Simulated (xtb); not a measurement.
C8H12, charge -1, doublet, at a GFN2-xTB geometry (a state made from the parent by changing its charge; the spin is typed, not shown lowest); xtb with GFN0-xTB.

The xtb input:
```
$ xtb mol.xyz --gfn 0 --chrg -1 --uhf 1 --json

# file mol.xyz
20

C     -0.69087412    -1.74553618    -0.18585767
C      0.68862544    -1.74702532    -0.18012278
C      1.52375294    -0.58781095    -0.54879789
C      1.52040289     0.58452485     0.56145313
C      0.69087412     1.74553618     0.18585767
C     -0.68862544     1.74702532     0.18012278
C     -1.52375294     0.58781095     0.54879789
C     -1.52040289    -0.58452485    -0.56145313
H     -1.20491430    -2.57513596     0.29530008
H      1.19685513    -2.57772862     0.30528478
H      1.17729101    -0.12804771    -1.47804495
H      2.56346734    -0.90412835    -0.69801976
H      2.55952115     0.89859820     0.71931718
H      1.16523511     0.12551900     1.48778336
H      1.20491430     2.57513596    -0.29530008
H     -1.19685513     2.57772862    -0.30528478
H     -1.17729101     0.12804771     1.47804495
H     -2.56346734     0.90412835     0.69801976
H     -1.16523511    -0.12551900    -1.48778336
H     -2.55952115    -0.89859820    -0.71931718
```

**Question.** Write the output that xtb gives for this input, abridged.

**Answer.** 
```
   ID    Z sym.   atoms
    1    6 C      1-8
    2    1 H      9-20

           -------------------------------------------------
          |                Calculation Setup                |
           -------------------------------------------------

           -------------------------------------------------
          |                 G F N 0 - x T B                 |
           -------------------------------------------------

          ...................................................
          :                      SETUP                      :
          :.................................................:
          :  # basis functions                  56          :
          :  # atomic orbitals                  56          :
          :  # shells                           40          :
          :  # electrons                        45          :
          :  electronic temp.          300.0000000     K    :
          :  accuracy                    1.0000000          :
          :  -> integral cutoff          0.2500000E+02      :
          :  -> integral neglect         0.1000000E-07      :
          ...................................................

         :::::::::::::::::::::::::::::::::::::::::::::::::::::
         ::                     SUMMARY                     ::
         :::::::::::::::::::::::::::::::::::::::::::::::::::::
         :: total energy             -24.904677508251 Eh    ::
         :: gradient norm              0.020551987140 Eh/a0 ::
         :: HOMO-LUMO gap              1.115982636917 eV    ::
         ::.................................................::
         :: H0 energy                -24.127714983103 Eh    ::
         :: repulsion energy           0.378404297343 Eh    ::
         :: electrostat energy        -1.146597881996 Eh    ::
         :: -> Gsolv                   0.000000000000 Eh    ::
         ::    -> Gsasa                0.000000000000 Eh    ::
         ::    -> Gshift               0.000000000000 Eh    ::
         :: dispersion energy         -0.008768940495 Eh    ::
         :: short-range corr.          0.000000000000 Eh    ::
         :: add. restraining           0.000000000000 Eh    ::
         :: total charge              -1.000000000000 e     ::
         :::::::::::::::::::::::::::::::::::::::::::::::::::::

           -------------------------------------------------
          |                Property Printout                |
           -------------------------------------------------

    * Orbital Energies and Occupations

         #    Occupation            Energy/Eh            Energy/eV
      -------------------------------------------------------------
         1        2.0000           -0.6399808             -17.4148
       ...           ...                  ...                  ...
        11        2.0000           -0.5415401             -14.7361
        12        2.0000           -0.5408478             -14.7172
        13        2.0000           -0.5179573             -14.0943
        14        2.0000           -0.5072675             -13.8035
        15        2.0000           -0.5069141             -13.7938
        16        2.0000           -0.5005683             -13.6212
        17        2.0000           -0.4979997             -13.5513
        18        2.0000           -0.4904278             -13.3452
        19        2.0000           -0.4734852             -12.8842
        20        2.0000           -0.4692519             -12.7690
        21        2.0000           -0.4394114             -11.9570
        22        2.0000           -0.4106417             -11.1741
        23        1.0000           -0.2929418              -7.9714 (HOMO)
        24                         -0.2519302              -6.8554 (LUMO)
        25                         -0.1536905              -4.1821
        26                         -0.1385113              -3.7691
        27                         -0.1286282              -3.5002
        28                         -0.1191082              -3.2411
        29                         -0.1161630              -3.1610
        30                         -0.1149674              -3.1284
        31                         -0.1130858              -3.0772
        32                         -0.1092927              -2.9740
        33                         -0.0900620              -2.4507
        34                         -0.0801497              -2.1810
       ...                                ...                  ...
        56                          0.4833318              13.1521
      -------------------------------------------------------------
                  HL-Gap            0.0410116 Eh            1.1160 eV
             Fermi-level            0.0000000 Eh            0.0000 eV

     #   Z          covCN         q      C6AA      α(0)
     1   6 C        2.887    -0.184    34.579     9.610
     2   6 C        2.887    -0.184    34.579     9.610
     3   6 C        3.790    -0.072    24.504     7.136
     4   6 C        3.790    -0.072    24.504     7.136
     5   6 C        2.887    -0.184    34.579     9.610
     6   6 C        2.887    -0.184    34.579     9.610
     7   6 C        3.790    -0.072    24.504     7.136
     8   6 C        3.790    -0.072    24.504     7.136
     9   1 H        0.925     0.012     2.856     2.643
    10   1 H        0.925     0.012     2.856     2.643
    11   1 H        0.924     0.027     2.630     2.536
    12   1 H        0.924    -0.033     3.700     3.008
    13   1 H        0.924    -0.033     3.700     3.008
    14   1 H        0.924     0.027     2.630     2.536
    15   1 H        0.925     0.012     2.856     2.643
    16   1 H        0.925     0.012     2.856     2.643
    17   1 H        0.924     0.027     2.630     2.536
    18   1 H        0.924    -0.033     3.700     3.008
    19   1 H        0.924     0.027     2.630     2.536
    20   1 H        0.924    -0.033     3.700     3.008

 Mol. C6AA /au·bohr⁶  :       4120.665573
 Mol. C8AA /au·bohr⁸  :      93298.134046
 Mol. α(0) /au        :         99.731687

Wiberg/Mayer (AO) data.
largest (>0.10) Wiberg bond orders for each atom

 ---------------------------------------------------------------------------
     #   Z sym  total        # sym  WBO       # sym  WBO       # sym  WBO
 ---------------------------------------------------------------------------
     1   6 C    3.883 --     2 C    1.589     8 C    1.082     9 H    0.974
     2   6 C    3.883 --     1 C    1.589     3 C    1.082    10 H    0.974
     3   6 C    3.986 --     2 C    1.082    12 H    0.980    11 H    0.969
                             4 C    0.887
     4   6 C    3.986 --     5 C    1.082    13 H    0.980    14 H    0.969
                             3 C    0.887
     5   6 C    3.883 --     6 C    1.589     4 C    1.082    15 H    0.974
     6   6 C    3.883 --     5 C    1.589     7 C    1.082    16 H    0.974
     7   6 C    3.986 --     6 C    1.082    18 H    0.980    17 H    0.969
                             8 C    0.887
     8   6 C    3.986 --     1 C    1.082    20 H    0.980    19 H    0.969
                             7 C    0.887
     9   1 H    0.986 --     1 C    0.974
    10   1 H    0.986 --     2 C    0.974
    11   1 H    0.995 --     3 C    0.969
    12   1 H    0.986 --     3 C    0.980
    13   1 H    0.986 --     4 C    0.980
    14   1 H    0.995 --     4 C    0.969
    15   1 H    0.986 --     5 C    0.974
    16   1 H    0.986 --     6 C    0.974
    17   1 H    0.995 --     7 C    0.969
    18   1 H    0.986 --     7 C    0.980
    19   1 H    0.995 --     8 C    0.969
    20   1 H    0.986 --     8 C    0.980
 ---------------------------------------------------------------------------

Topologies differ in total number of bonds
Writing topology from bond orders to xtbtopo.mol

 dipole moment from electron density (au)
     X       Y       Z
   0.0000  -0.0000   0.0000  total (Debye):    0.000

           -------------------------------------------------
          | TOTAL ENERGY              -24.904677508251 Eh   |
          | GRADIENT NORM               0.020551987140 Eh/α |
          | HOMO-LUMO GAP               1.115982636917 eV   |
           -------------------------------------------------

normal termination of xtb
```
